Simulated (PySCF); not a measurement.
## Bonding in `BNBC(C)C`

Species: C3H11B2N.
SMILES with atom numbers: `[BH2:1][NH:2][BH:3][CH:4]([CH3:5])[CH3:6]` (hydrogens: H7, H8 on B1; H9 on N2; H10 on B3; H11 on C4; H12, H13, H14 on C5; H15, H16, H17 on C6)

Structure used (PBE0-D3(BJ)/def2-SVP), in Å, numbered top down from 1:
```xyz
17
C3H11B2N angstrom
B      3.096    0.078    0.519
N      1.861   -0.131   -0.141
B      0.559    0.069    0.408
C     -0.759   -0.165   -0.425
C     -1.683   -1.154    0.290
C     -1.462    1.182   -0.638
H      4.130   -0.122   -0.077
H      3.090    0.455    1.665
H      1.902   -0.449   -1.106
H      0.495    0.450    1.557
H     -0.507   -0.580   -1.420
H     -2.614   -1.313   -0.278
H     -1.208   -2.139    0.430
H     -1.964   -0.780    1.288
H     -0.829    1.901   -1.182
H     -2.392    1.056   -1.217
H     -1.733    1.643    0.326
```

Bond orders from the PBE0/pcSseg-1 density (PySCF). One conformer (not necessarily the lowest) at the PBE0-D3(BJ)/def2-SVP geometry, without solvent, vibrations or thermal averaging.

(1) Where do the orders between heavy atoms depart from those drawn in the SMILES?

(2) Set the Mayer orders of the bonds beside their lengths.

## Answers

(1) The largest departure is 0.236, at B1–N2 (drawn single, 1.236). Drawn single, order above 1.12: B1–N2 (1.236) and N2–B3 (1.183).

(2) 
```tsv
bond	drawn as	length (Å)	Mayer order
B1–N2	single	1.416	1.236
N2–B3	single	1.427	1.183
B3–C4	single	1.576	0.916
C4–C5	single	1.531	1.039
C4–C6	single	1.533	1.035
B1–H7	single	1.210	0.975
B1–H8	single	1.207	0.987
N2–H9	single	1.017	0.905
B3–H10	single	1.212	0.967
C4–H11	single	1.107	0.945
C5–H12	single	1.103	0.965
C5–H13	single	1.102	0.968
C5–H14	single	1.102	0.965
C6–H15	single	1.102	0.966
C6–H16	single	1.103	0.964
C6–H17	single	1.102	0.965
```

Bonds between the same two heavy elements. B–N: lowest N2–B3 (1.183, 1.427 Å), highest B1–N2 (1.236, 1.416 Å). C–C: all 2 within 0.02 of one another (1.035 to 1.039).

Problem. Sum the orders of all bonds at each heavy atom with more than one neighbour and set the sums beside the valence in the SMILES.

Solution. B1 3.198 (drawn 3), N2 3.324 (drawn 3), B3 3.066 (drawn 3), C4 3.935 (drawn 4), C5 3.937 (drawn 4), C6 3.930 (drawn 4). Orders between atoms that aren't bonded are not in these sums.

Mayer orders depend on the basis set.
